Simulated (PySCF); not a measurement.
# Electron correlation in P (phosphorus, neutral)

[Ne] 3s2 3p2 4s1, high-spin 4P determinant (an excited configuration). Calculation: PySCF 2.14, in aug-cc-pV(T+d)Z; the non-relativistic Hamiltonian (point nucleus). Frozen: [Ne]; 5 electrons correlated.

```csv
level,correlation energy (mhartree)
CCSD,-94.25
(T),-3.55
CCSD(T),-97.80
```

Diagnostics: T1 = 0.017, D1 = 0.0519, largest double amplitude 0.097.

Is a single reference adequate?

Mostly. T1 lies below 0.03, but a double amplitude of this size points to a near-degeneracy that CCSD handles and MP2 describes poorly.
